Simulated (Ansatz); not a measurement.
Compare A (`O[SiH2]B(F)Br`) with its isomer B (`OB(F)[SiH2]Br`).

Isolated molecules relaxed with PBE0-D4/def2-TZVP in Ansatz; ΔE leaves out vibrations. CCSD(T)/CBS is the MP2 limit (def2-TZVPP, def2-QZVPP) plus CCSD(T) − MP2 in def2-TZVPP, frozen cores. Functionals use def2-TZVPP. For Br outer-core shells are correlated without core-valence functions, which leaves a few kJ/mol of doubt a bond. Scalar relativity is left out up to krypton. Each species was taken in one conformer, which may not be the lowest.

**Question.** Which is lower in electronic energy at CCSD(T)/CBS, and by how much? (Estimate.)

**Answer.** The calculation gave: B, by 74.6 kJ/mol.

**Question.** Give E(B) − E(A) in kJ/mol with r2SCAN-D4, B2PLYP, ωB97M-V, CCSD(T)/def2-TZVPP, PBE-D4, MP2/def2-TZVPP, CCSD(T)/def2-SVP. (An estimate is asked.)

**Answer.** Ansatz gave: r2SCAN-D4 -76.4, B2PLYP -75.2, ωB97M-V -79.0, CCSD(T)/def2-TZVPP -73.9, PBE-D4 -78.7, MP2/def2-TZVPP -73.2, CCSD(T)/def2-SVP -95.6. None reverses the order clearly.

**Question.** Does the order hold for the free energy at 298.15 K (harmonic terms from PBE0-D4)? (Estimate.)

**Answer.** Ansatz gave: Yes: G(B) − G(A) = -67.1 kJ/mol, for one conformer each. Modes under 60 cm⁻¹, often nearly free rotors, make the harmonic entropy too high.

Largest T1 diagnostic: 0.012.

From BLYP to BHLYP (50 % exact exchange), in def2-TZVPP and without D4, E(B) − E(A) moves by −4.3 kJ/mol. At CCSD(T), def2-SVP lies −21.0 kJ/mol from the extrapolated value and def2-TZVPP +0.7 kJ/mol.
